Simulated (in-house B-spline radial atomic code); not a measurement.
Ionising Te³⁺ with different functionals

Computed with a radial B-spline atomic code at the basis-set limit: scalar-relativistic (spin-free X2C) Hamiltonian, Fermi nucleus of rms radius 4.7423 fm, spin-polarised at highest spin, spherical fractional occupations for the functionals, the average over the highest-spin determinants for Hartree-Fock. The ionisation energy is the difference of two self-consistent energies, [Kr] 4d10 5s2 5p1 → [Kr] 4d10 5s2, without Breit or QED terms; ε is the level of the shell that loses the electron (its least bound occupied spin orbital). There is no spin-orbit coupling in this Hamiltonian.

Hybrids are left out here: with spherical fractional occupations of an open shell their exact exchange keeps a self-interaction that integer-occupation calculations don't have.

```csv
method,rung,ΔSCF (eV),-ε(5p) (eV)
Hartree-Fock,Hartree-Fock,36.05,36.24
LDA VWN5,LDA,37.14,32.39
LDA PW92,LDA,?,?
LDA exchange-only,LDA,35.92,31.26
PBE,GGA,36.76,32.10
PBEsol,GGA,36.82,32.17
BLYP,GGA,36.80,32.02
RPBE,GGA,36.62,32.01
PW91,GGA,36.87,32.20
BP86,GGA,36.95,32.28
AM05,GGA,?,?
OLYP,GGA,36.51,31.95
TPSS,meta-GGA,36.61,32.06
SCAN,meta-GGA,36.77,32.25
r2SCAN,meta-GGA,36.66,32.24
revTPSS,meta-GGA,36.57,32.05
```

Task: What does AM05 give?

Result: ΔSCF 36.78 eV, and -ε(5p) = 32.13 eV.

Task: What does LDA PW92 give?

Result: ΔSCF 37.13 eV, and -ε(5p) = 32.38 eV.

Task: How do they compare with the NIST value?

Result: NIST lists 37.416 eV ± 0.0012 (measured, ground level to ground level). Errors run from -1.49 to -0.28 eV; LDA VWN5 is closest (-0.28 eV), but part of that can be cancellation, since the calculations leave out spin-orbit coupling, Breit-QED terms, multiplet and fine-structure energies. Hartree-Fock also lacks correlation.
